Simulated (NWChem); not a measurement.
# CH₄ClFOSi; SMILES C[Si@](O)(F)Cl

```xyz
9

C      1.6378     1.1041     0.0660
Si    -0.0343     0.3422    -0.0071
O     -0.8250     0.8707    -1.3442
F     -0.8904     0.7256     1.3126
Cl     0.0587    -1.7174    -0.0031
H      2.2276     0.8229    -0.8185
H      2.1748     0.7699     0.9655
H      1.5531     2.2010     0.0946
H     -1.6857     0.4905    -1.5451
```
Atoms are numbered in this order, from 1.

Program: NWChem. Pople sets run with spherical d functions. Structure relaxed at the PBE0/def2-SVP level. Vertical excitations in the gas phase; the lowest state need not have the same character in each row.

| level | lowest excitation, singlet (eV) | oscillator strength of that lowest state | lowest state with f > 0.02, singlet (eV) | oscillator strength of that bright state | orbital gap (eV) |
|---|---|---|---|---|---|
| PBE/6-31+G*, full TDDFT | 6.94 | 0.019 | 7.09 | 0.055 | 6.87 |
| B3LYP/6-31+G*, full TDDFT | 7.59 | 0.030 | 7.59 | 0.030 | 8.50 |
| PBE0/6-31+G*, full TDDFT | (withheld) | 0.032 | (withheld) | 0.032 | (withheld) |

**Question.** Complete the blanks.

**Answer.** 
- PBE0/6-31+G*, full TDDFT, lowest excitation, singlet (eV): 7.92
- PBE0/6-31+G*, full TDDFT, lowest state with f > 0.02, singlet (eV): 7.92
- PBE0/6-31+G*, full TDDFT, orbital gap (eV): 9.10
